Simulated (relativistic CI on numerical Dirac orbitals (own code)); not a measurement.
## Ru²⁺ (4d6) in a crystal field

Calculated by Dirac-Coulomb-Breit CI, orbitals from a KLI potential per configuration, QED by a radiative potential, valence Slater integrals scaled by 0.7, one configuration in a parametric crystal field (own radial code).

Field parameters in Wybourne normalisation: Td as Oh with Dq negative (B⁴₀ = 21Dq, B⁴₄ = √(5/14) B⁴₀). The field is a parameter set, without covalency.

S is read from ⟨S²⟩ = S(S + 1).

Levels (cm⁻¹, degeneracy): 0 (2), 187 (3), 512 (1), 527 (3), 2107 (1), 2372 (3), 2592 (2), 2996 (3), 3224 (1), 7614 (3), 8507 (2), 14309 (1).

Q: Which field gives this pattern?
A. Td, 10Dq = -12150 cm⁻¹
B. Td, 10Dq = -2100 cm⁻¹
C. Td, 10Dq = -3800 cm⁻¹
D. Td, 10Dq = -15500 cm⁻¹

A: D. Td, 10Dq = -15500 cm⁻¹, ground level with S = 1.25.
